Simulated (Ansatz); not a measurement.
Reaction (atomization): `F[SiH](F)[O][GeH3]` → 2 F• + Ge• + 4 H• + O• + Si•

Program: Ansatz. Geometries: PBE0-D4/def2-TZVP. ΔE: electronic, gas phase. CCSD(T)/CBS is the MP2 limit (def2-TZVPP, def2-QZVPP) plus CCSD(T) − MP2 in def2-TZVPP, frozen cores. This one scheme is used for every species, atoms too. Functionals use def2-TZVPP. B3LYP here is the variant with VWN-RPA as its local correlation; programs differ in this. No spin–orbit coupling; open shells (•) take unrestricted orbitals. Spin–orbit coupling would lower the free atoms: a little for F, O, Si; clearly for Ge. For Ge outer-core shells are correlated without core-valence functions, so the limit isn't a true one: a few kJ/mol of doubt a bond, and 10 to 20 or more in all where bonds break to atoms. Scalar relativity is left out up to krypton. One conformer a species, not always the lowest.

```csv
level,ΔE (eV)
LDA (SPW92),38.49
r2SCAN-D4,33.94
B3LYP-D4,33.59
PBE0,33.05
B3LYP,33.28
MP2/def2-SVP,32.06
CCSD/def2-SVP,31.01
HF/def2-QZVPP,25.27
```

What does CCSD(T)/CBS give? (Estimate.)

Ansatz gave: +34.24 eV. The listed levels differ from it by 4.25, -0.30, -0.65, -1.19, -0.96, -2.18, -3.23, -8.97 eV.

Largest T1 diagnostic among the species: 0.012.

From r2SCAN to r2SCAN0 (25 % exact exchange), in def2-TZVPP and without D4, ΔE moves by −0.70 eV: exact exchange takes away binding that semilocal exchange gives to molecules. The D4 term adds +0.31 eV with B3LYP and +0.16 eV with PBE0; it sums over pairs of atoms, weighted by their polarisabilities, and B3LYP, whose exchange is more repulsive, gets the larger term. Leaving LDA and LC-ωPBE aside and taking each functional with its dispersion term where it has one, the values, not all of them listed here, spread over 1.38 eV, from BHLYP-D4 to B97M-V. LDA lies +4.88 eV from PBE without D4, its usual overbinding.

For atomizations the MP2-based limit and the directly extrapolated one differ by several kJ/mol either way, and by 10 to 25 for some Ge, Se and Sn compounds, so smaller differences from it don't rank the levels.
